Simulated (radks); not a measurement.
Problem. These are the eigenvalues of the occupied orbitals of an atom or ion with whole-number occupations (hartree). Calculated with a radial shooting solver on a logarithmic mesh with Libxc functionals: non-relativistic Kohn-Sham, LB94 model potential, spin-polarised, spherical densities, point nucleus.

1s down: -229.7904
1s up: -229.6024
2s up: -47.95429
2s down: -47.21217
2p up: -45.68638

Which element is it, and in what charge state? The configuration may be excited. Open shells, if any, are filled with parallel spins first.

Solution. Z = 23, vanadium, charge +17: V17+ in [He] 2s2 2p2. The list shows which subshells hold electrons but not how many an open one holds; the 1s level, -229.79 hartree, gives Z - s = 21.4 by -(Z - s)^2/2, which with screening narrows Z to a few neighbours, and the depths of the outer levels then fix element, charge and occupations together.
